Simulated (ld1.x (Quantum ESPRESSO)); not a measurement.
# iron: one change to a TM semilocal potential, before and after

| Item | Value |
| --- | --- |
| Element | Fe |
| Generator | ld1.x (Quantum ESPRESSO) 7.5 |
| Type | norm-conserving Troullier–Martins (semilocal form) |
| Functional | PBEsol |
| Relativity | scalar-relativistic |
| Frozen core | [Ar] |
| Valence charge | 8 |
| Reference configuration | 3d6 4s1.75 4p0.25 |
| Partial waves | 4s (bound): rc 2.25 bohr; 3d (bound): rc 0.80 bohr; 4p (bound): rc 3.50 bohr |
| Local potential | the p channel |
| Core correction | Bessel-smoothed model core, default radius (core density twice the valence density) |

Change: all radii but the core radius scaled by about 1.05 (s 2.36, p 3.68, d 0.84 bohr).

Cutoffs: the cutoffs (Ry, on a coarse ladder) from which the occupation-weighted sum of valence levels, in a spherical-Bessel basis at the reference potential, stays within 10 and 1 mRy of its value at 400 Ry; they do not see the model core or the augmentation charge, which bear on the density cutoff. Errors are all-electron minus pseudo energies relative to the spin-unpolarised reference configuration.

Question: How do hardness, ghosts and transferability respond?

Answer: The potential gets neither clearly harder nor softer (260 Ry and 300 Ry → 260 Ry and 300 Ry); the d channel sets the loose cutoff, while the largest relative change is in s, which becomes softer; of the 7 tests that both files solve, the error grows in 0 and shrinks in 1 by more than 15 % and 0.3 meV (median size 54.6 → 54.8 meV); neither file shows a bound ghost. A semilocal file is local in each channel, so a ghost entry of none says nothing of the separable form that plane-wave codes build from it.

```csv
quantity,base,changed
"cutoff, loose",260 Ry,260 Ry
"cutoff, tight",300 Ry,300 Ry
loose cutoff by channel (10 mRy a level),"s 8 Ry, d 230 Ry, p 6 Ry","s 6 Ry, d 230 Ry, p 6 Ry"
bound ghosts,none,none
"error for 3d6 4s2 4p0, meV [ΔE -1.01 eV]",+0.1,+0.1
"error for 3d6 4s1 4p0, meV [ΔE 7.73 eV]",-7.5,-7.5
"error for 3d6 4s0 4p0, meV [ΔE 23.85 eV]",-55,-55
"error for 3d7 4s1 4p0, meV [ΔE -1.81 eV]",-116,-112
"error for 3d5 4s2 4p1, meV [ΔE 7.77 eV]",-248,-238
"error for 3d5 4s2 4p0, meV [ΔE 13.22 eV]",-209,-201
"error for 3d6 4s1 4p1, meV [ΔE 3.12 eV]",-0.4,+0.1
```
